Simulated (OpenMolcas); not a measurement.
## Te4+: effect of the active space

```
Program             : OpenMolcas 26.06
Method              : MS-CASPT2 or its RAS form, IPEA 0.25 Eh, imaginary shift 0.1 Eh
Basis               : ANO-RCC-VQZP
Scalar Hamiltonian  : DKH2, point nucleus
Spin-orbit coupling : state interaction with AMFI integrals over the reference wave functions, term energies averaged over their components
```

A. 2 electrons in 4 orbitals (5s 5p); 2S+1 = 3 even, 3 roots; 2S+1 = 1 even, 7 roots; 2S+1 = 3 odd, 3 roots; 2S+1 = 1 odd, 3 roots; closed shells correlated: 4d; CASPT2 step about 5 core-seconds
B. 2 electrons in 8 orbitals (5s 5p 6s 6p); 2S+1 = 3 even, 3 roots; 2S+1 = 1 even, 7 roots; 2S+1 = 3 odd, 3 roots; 2S+1 = 1 odd, 3 roots; closed shells correlated: 4d; CASPT2 step about 9 core-seconds
C. 2 electrons in 9 orbitals (RAS2 5s 5p; RAS3 5d, at most 2 electrons); 2S+1 = 3 even, 3 roots; 2S+1 = 1 even, 7 roots; 2S+1 = 3 odd, 3 roots; 2S+1 = 1 odd, 3 roots; closed shells correlated: 4d; CASPT2 step roughly 11 core-seconds

Energies in eV above 5s2 1S0, the measured ground level; measured values from Moore, Atomic Energy Levels, vol. III, NSRDS-NBS 35 (1971 reprint of NBS Circular 467, 1958).

| Level | A | B | C | Measured |
| --- | --- | --- | --- | --- |
| 5s2 1S0 | 0.0000 | 0.0000 | 0.0000 | 0.0000 |
| 5s 5p 3P* 0 | 9.410 | 9.371 | 9.461 |  |
| 5s 5p 3P* 1 | 9.723 | 9.684 | 9.773 |  |
| 5s 5p 3P* 2 | 10.544 | 10.505 | 10.591 |  |
| 5s 5p 1P* 1 | 13.637 | 13.571 | 13.703 | 13.8499 |
| 5p2 3P0 | 21.963 | 21.930 | 22.018 | 21.8520 |
| 5p2 3P1 | 22.584 | 22.536 | 22.626 | 22.6171 |
| 5p2 1D2 [53 %] | 22.763 | 22.628 | 22.742 |  |
| 5p2 3P2 [53 %] | 23.801 | 23.690 | 23.686 |  |

Deviations, from unrounded energies. A percentage is the sum of absolute deviations over the sum of measured energies, with the sign that they share, or ± where signs differ.

```
           Against measurement  Levels     A     B     C
mean absolute deviation (cm-1)       3   960  1200   870
      other configurations (%)       3  ±0.6  ±0.8  ±0.6
```

C lies closest to measurement on these levels and B furthest from it. The largest miss of C in the table is 5p2 3P0, by +1300 cm-1. The ranking rests on the paired levels alone, and a cruder setting can come out closer through cancelling errors.

Among A to C the level of the table that moves most is 5p2 1D2 [53 %], by 1100 cm-1 (lowest in B, highest in A). Moves below CASPT2's spread within the term are not significant.

CASPT2 does not keep the components of a term degenerate, so their means are used; among the terms shown or strongly mixed into the levels shown the widest spread is 230 cm-1 (5p2 1D, B). Over all roots computed the reference weight is 0.89 to 0.95 in A, 0.88 to 0.95 in B; the roots of lowest weight are the least certain, and an intruder state may touch them. The ¹D term of p² mixes with s d, which this space lacks (holds for A; B). Active for correlation alone: 6p 6s; no level in the range computed is led by a configuration that fills them, so any true level of that kind is missing (holds for B). Active for correlation alone: 5d; no level in the range computed is led by a configuration that fills it, so any true level of that kind is missing (holds for C). Some terms mix strongly with configurations of 5d, whose occupation reaches 0.24 (5p2 1D) (holds for C). Computed and measured levels are paired by configuration, term and J; levels that our copy of the source lacks, or whose pairing is in doubt (as where it misses far off the trend of its configuration), stay unpaired and out of the deviations. Only configurations of the active space appear. Levels that lie high or do not pair safely by name in every column are left out.

A share in square brackets marks a mixed level and gives the weight of the term that names it, the lowest over the columns. * marks odd parity.
